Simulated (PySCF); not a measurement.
Geometries of 4 isomers of CH10NSi3 (doublet state), from PySCF, PBE0-D3(BJ)/def2-SVP geometry optimisation, gas phase. One conformer each, no zero-point energy, no frequencies.

**Question.** Which isomer lies lowest at this level?
A.
```xyz
15
angstrom
N      3.211    0.798    0.072
Si     1.777    0.215    0.867
Si    -0.175    0.083   -0.455
C     -1.657   -0.565    0.538
Si    -3.230   -0.678   -0.491
H      3.630    0.214   -0.645
H      3.235    1.770   -0.218
H      1.487    1.124    2.022
H      2.066   -1.157    1.395
H     -0.505    1.437   -1.011
H      0.066   -0.818   -1.630
H     -1.408   -1.561    0.941
H     -1.828    0.102    1.400
H     -3.050   -1.619   -1.644
H     -3.629    0.670   -1.012
```
B.
```xyz
15
angstrom
N      2.178    0.581   -1.181
Si     1.682    1.216    0.372
Si     0.442   -0.583    1.284
C     -0.734   -1.288   -0.013
Si    -1.866   -0.030   -0.833
H      1.489    0.768   -1.921
H      2.884    1.472    1.218
H      0.833    2.454    0.343
H     -0.332   -0.079    2.464
H      1.395   -1.634    1.759
H     -1.346   -2.078    0.456
H     -0.126   -1.772   -0.796
H     -2.660    0.718    0.189
H     -2.808   -0.687   -1.789
H     -1.041    0.960   -1.596
```
C.
```xyz
15
angstrom
N      2.895   -0.154   -0.768
Si     2.399   -0.064    0.900
Si     0.154    0.612    0.997
C     -0.905   -0.566   -0.038
Si    -2.744   -0.169   -0.038
H      2.410   -0.771   -1.410
H      3.875   -0.073   -1.018
H      3.327    0.927    1.545
H     -0.296    0.571    2.425
H     -0.052    2.012    0.497
H     -0.760   -1.593    0.338
H     -0.541   -0.548   -1.080
H     -3.283   -0.217    1.356
H     -2.979    1.201   -0.590
H     -3.507   -1.150   -0.873
```
D.
```xyz
15
angstrom
N     -2.356   -0.737    1.231
Si    -1.571    0.790    0.958
Si    -0.301    0.587   -1.017
C      1.008   -0.692   -0.749
Si     2.703   -0.384   -0.061
H     -2.744   -0.930    2.148
H     -2.958   -1.115    0.508
H     -2.473    1.991    0.833
H     -0.674    1.044    2.127
H     -1.228    0.191   -2.128
H      0.309    1.913   -1.352
H      0.712   -1.741   -0.889
H      2.885   -1.085    1.250
H      3.759   -0.894   -0.993
H      2.919    1.081    0.148
```

**Answer.** C. That is `C([SiH2][SiH]N)[SiH3]` [radical], 5.2 kcal/mol below the next.

```csv
SMILES,atoms numbered as above,E (Eh),relative (kcal/mol),relative (kJ/mol),dipole (D),⟨S²⟩
N[SiH][SiH2]C[SiH3],[NH2:1][SiH:2][SiH2:3][CH2:4][SiH3:5],-966.51628,0.0,0.0,2.44,0.753
N[SiH2][SiH2]C[SiH2],[NH2:1][SiH2:2][SiH2:3][CH2:4][SiH2:5],-966.50804,5.2,21.6,1.14,0.752
N[SiH2][SiH2][CH][SiH3],[NH2:1][SiH2:2][SiH2:3][CH:4][SiH3:5],-966.49221,15.1,63.2,2.04,0.755
[NH][SiH2][SiH2]C[SiH3],[NH:1][SiH2:2][SiH2:3][CH2:4][SiH3:5],-966.47788,24.1,100.8,1.56,0.756
```
